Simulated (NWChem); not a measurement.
C₂H₅FTe; SMILES CC[Te]F

```xyz
9

Te     0.2297    -0.5989     0.0463
F     -1.7005    -0.3644    -0.1390
C      0.6044     1.4510    -0.4966
C     -0.1895     2.4266     0.3483
H      0.3683     1.5391    -1.5667
H      1.6947     1.5745    -0.3834
H      0.1158     2.3907     1.4045
H     -1.2632     2.1934     0.2983
H     -0.0468     3.4566    -0.0181
```
Atoms are numbered in this order, from 1.

Program: NWChem. Geometry: optimised at PBE0/def2-SVP (def2 core potentials past Kr).

### Question
What does the run give for PBE/STO-3G (all-electron, non-relativistic)? Quantities: highest occupied level (eV); orbital gap (eV); dipole (D).

### Answer
```
Item                         Value
---------------------------  -----
highest occupied level (eV)  -1.67
orbital gap (eV)              2.94
dipole (D)                    1.26
```
